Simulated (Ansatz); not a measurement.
Cartesian coordinates in Å:
```
C -0.7899 -0.8297 0.9694
B 0.0862 0.1649 0.1279
N 0.9524 1.0679 0.7401
C -0.0041 0.1809 -1.4594
Cl 0.7218 -1.3413 -2.0814
H -0.6724 -1.8537 0.6036
H -0.5651 -0.8223 2.0387
H -1.8525 -0.5876 0.8525
H 1.5308 1.7146 0.2311
H 1.0808 1.1109 1.7369
H -1.0316 0.1990 -1.8256
H 0.5437 0.9964 -1.9337
```

Total charge 0; spin multiplicity 1.

Task: List the PBE0/def2-TZVPP orbital energies in eV (the Gaussian-basis code of Ansatz). (Estimate.)

Result: The calculation gave: Occupied: -2766.95, -391.39, -278.96, -277.22, -258.76, -197.10, -196.87, -196.87, -184.21, -24.50, -23.40, -19.41, -18.39, -14.44, -14.37, -12.53, -11.88, -11.16, -10.86, -10.31, -9.36, -8.53, -8.13, -7.81. Lowest empty: 0.10, 0.71, 1.71, 1.79, 2.30, 2.84, 2.95, 3.35.
